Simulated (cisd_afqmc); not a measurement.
Input (AFQMC/CISD/cc-pV(D+d)Z; cisd_afqmc is a phaseless AFQMC code with CISD trial states that reads the integrals written by Ansatz): A basis named .json is the Basis Set Exchange file of that set.

Ansatz 0.2 input:
```python
import cisd_afqmc

open("ham.yaml", "w").write("""\
crystal:
  periodic: [false, false, false]
  atoms:
    - {symbol: F, position_ang: [-1.18052945, -0.44662393, 0.00012778]}
    - {symbol: S, position_ang: [0.00107893, 0.50509259, -0.00997059]}
    - {symbol: F, position_ang: [1.17861135, -0.45131845, 0.01759770]}
basis:
  gaussian:
    orbitals: cc-pV_D+d_Z.json
total_charge: 1
magnetization: {spin_polarized: true, initial_magnetization: 1}
correlation: {method: ccsd, electrons: outside_noble_gas, hamiltonian_folder: ham}
""")
rep = cisd_afqmc.ansatz("ham.yaml")
e_ccsd = rep["correlation"]["coupled_cluster"]["energy"]["hartree"]
out = cisd_afqmc.run("ham", e_ccsd, trial="CISD", walkers=200, populations=8, threads=8, dt=0.005, steps=40, early=24, settle=10, least=32,
    cut=5e-5, rank_cut=2e-4, target=0.0004, seconds=1500, seed=1, memory=17280, gpu=False)
```

Output:

```
orbitals 44, occupied [10, 9], factors 255 of 488, rank of the doubles 303 of 655
E(HF) = -595.995513
E(CCSD) on the cut factors = -596.502508, shift to the whole factors -0.000002
Energy of the trial state on the determinant = -596.502451
  tau behind 7.2 of longer steps, mean of the populations' last blocks
   2.0  -596.52050
   4.0  -596.51860
   6.0  -596.51824
   8.0  -596.51601
  10.0  -596.51787
blocks 435 (2 outliers left out), error by blocks joined: 1: 0.00026, 2: 0.00031, 4: 0.00034, 8: 0.00037, 16: 0.00040
E(AFQMC/CISD) = -596.51780 +/- 0.00040
```
